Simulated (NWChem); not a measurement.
Species: BH$_{2}$O$_{2}$Cl; SMILES OB(O)Cl

```xyz
6

B     -0.0184     0.4438     0.0000
Cl     0.0236    -1.3417     0.0000
O     -1.2349     1.0493     0.0000
H     -1.1372     2.0197     0.0000
O      1.1362     1.1755     0.0000
H      1.9289     0.6109     0.0000
```
Atoms are numbered in this order, from 1.

Results from NWChem. Pople sets run with spherical d functions. Structure relaxed at the PBE-D3(BJ)/def2-SVP level. Atomic charges in e: unrestrained fits to the electrostatic potential beside Mulliken populations; buried atoms are poorly determined by the fit.

Task: Estimate the computed values for Hartree-Fock/6-31G*. Quantities: ESP B1; Mulliken B1; ESP Cl2; Mulliken Cl2; ESP O3; Mulliken O3; ESP O5; Mulliken O5; relative RMS misfit of the potential (%).

Result: 
```yaml
ESP B1: 0.87
Mulliken B1: 0.77
ESP Cl2: -0.30
Mulliken Cl2: -0.27
ESP O3: -0.73
Mulliken O3: -0.72
ESP O5: -0.73
Mulliken O5: -0.74
relative RMS misfit of the potential (%): 20
```
